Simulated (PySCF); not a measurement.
Si(H)(Br)(Me)(OH) (CH5BrOSi), SMILES C[SiH](O)Br.

Geometry: PBE-D3(BJ)/def2-SVP. This is a generated structure with no PubChem entry under its InChIKey; it may be hypothetical. The values are those of a single conformer.

Two levels are set side by side: TDDFT-PBE/def2-SVPD (PySCF) and TDDFT-B3LYP/def2-SVPD (PySCF). Vertical, same geometry. The lowest singlet is HOMO→LUMO 97 % with PBE and HOMO→LUMO 80 %, HOMO→LUMO+1 17 % with the other functional; states are paired by order. Differences are taken from unrounded values.

```tsv
quantity	TDDFT-B3LYP	TDDFT-PBE	TDDFT-PBE minus TDDFT-B3LYP
lowest singlet excitation (eV)	6.82	6.25	-0.56
lowest triplet excitation (TDA) (eV)	6.46	6.12	-0.35
```

A lower first singlet is the usual sign of a functional without exact exchange. Differences between two approximate levels are no errors against the true value.

Rough cost on one machine, each run with all the roots and properties that it gave: TDDFT-B3LYP against TDDFT-PBE about 3 times.
